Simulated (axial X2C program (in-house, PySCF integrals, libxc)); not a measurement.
**Spin–orbit effects down a group: molecules with F (ions), PBE0**

Computed with an in-house relativistic program for diatomic molecules, spin-free (one-electron X2C) or two-component (2c: spin–orbit coupling with atomic mean-field Coulomb and Gaunt terms, which also bring small scalar terms), in Dyall basis sets with cores contracted in-house; open shells are unrestricted.

Basis sets: As dyall-cv3z, F dyall-av3z, P dyall-v3z, Sb dyall-cv3z.

```json
{"molecule": "PF⁺", "spin-free state": "M_S = 1/2, Λ = 1", "Re (Å)": "1.520", "ωe (cm⁻¹)": "1042.0", "De (eV)": "5.38", "2c state": "Ω = 1/2", "Re 2c (Å)": "1.520", "ωe 2c (cm⁻¹)": "1041.9", "De 2c (eV)": "5.40"}
{"molecule": "AsF⁺", "spin-free state": "M_S = 1/2, Λ = 1", "Re (Å)": "1.658", "ωe (cm⁻¹)": "833.8", "De (eV)": "4.61", "2c state": "Ω = 1/2", "Re 2c (Å)": "1.659", "ωe 2c (cm⁻¹)": "832.6", "De 2c (eV)": "n/a"}
{"molecule": "SbF⁺", "spin-free state": "M_S = 1/2, Λ = 1", "Re (Å)": "1.848", "ωe (cm⁻¹)": "723.2", "De (eV)": "4.30", "2c state": "Ω = 1/2", "Re 2c (Å)": "1.851", "ωe 2c (cm⁻¹)": "719.3", "De 2c (eV)": "n/a"}
```

(1) Work out the shifts from the spin-free to the two-component result.

Fragments in 2c: P+ + F, As+ + F, Sb+ + F. Each entry is the lowest single determinant of a limited PBE0 search at one distance. De goes to single-determinant-based atoms at the same level (for ions the charge split of lowest energy) and is withheld (n/a) where an atom does not fit its ground term or J level. Main or longest-lived isotopes. Some light 2c atoms are not at their ground J level, so De misses part of their lowering (0.04 eV or less). The functionals have no current term, which raises determinants with orbital currents.

Answers

(1) 

| molecule | 2c state | ΔRe (Å) | Δωe (cm⁻¹) | ΔDe (eV) |
| --- | --- | --- | --- | --- |
| PF⁺ | Ω = 1/2 | 0.000 | -0.1 | 0.02 |
| AsF⁺ | Ω = 1/2 | 0.001 | -1.2 | n/a |
| SbF⁺ | Ω = 1/2 | 0.003 | -3.9 | n/a |

Shifts of one unit in the last digit are rounding.
